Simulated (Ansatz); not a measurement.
`[NH2][Sn]([NH2])([F])[F]` → `[F][Sn][F]` + `NN` at 400 K and 1 bar (stannylene formation by 1,1-elimination).

Computed with Ansatz on PBE0-D4/def2-TZVP structures; ΔE is electronic, products minus reactants. CCSD(T)/CBS adds triple-zeta CCSD(T) − MP2 to the extrapolated MP2 energy (def2 sets, frozen cores). This one scheme is used for every species. Elements past krypton have def2 core potentials. For Sn outer-core shells are correlated without core-valence functions, which leaves a few kJ/mol of doubt a bond. Each species was taken in one conformer, which may not be the lowest.

| species | CCSD(T)/CBS energy (Eh) | H − E (kJ/mol) | S (J/(mol·K)) |
| --- | --- | --- | --- |
| `[NH2][Sn]([NH2])([F])[F]` | -525.52089 | 181.1 | 407.4 |
| `[F][Sn][F]` | -413.70076 | 25.8 | 297.0 |
| `NN` | -111.76471 | 157.2 | 244.6 |

H − E and S are ideal-gas, rigid-rotor, harmonic terms from PBE0-D4/def2-TZVP, for one conformer and one mirror image of each species. 1 Eh = 2625.50 kJ/mol, R = 8.31446 J/(mol·K).

Q: By hand: ΔE, ΔH, ΔS and ΔG.

A: ΔE = (-413.70076) + (-111.76471) − (-525.52089) = 0.05542 Eh = 145.5 kJ/mol. Δ(H − E) = 25.8 + 157.2 − 181.1 = 1.9, so ΔH = 147.4 kJ/mol. ΔS = 297.0 + 244.6 − 407.4 = 134.2 J/(mol·K). ΔG = 147.4 − 400 × (134.2)/1000 = 93.7 kJ/mol.

Q: By hand: the equilibrium constant, and the temperature at which ΔG would vanish if ΔH and ΔS stayed fixed.

A: log₁₀ K = −ΔG/(RT ln 10) = -12.2. ΔG = 0 at ΔH/ΔS = 1098 K.

The number of gas molecules changes by +1, which sets the sign of ΔS. A doubt of 5 kJ/mol in ΔE shifts log₁₀ K by 0.7 here. Other conformers and mirror images would add mixing entropy, several J/(mol·K) or more a flexible species. These are equilibria of isolated gas molecules and say nothing of rates. Largest T1 diagnostic: 0.017 (customary marks: 0.02 for closed shells, 0.045 for open ones).
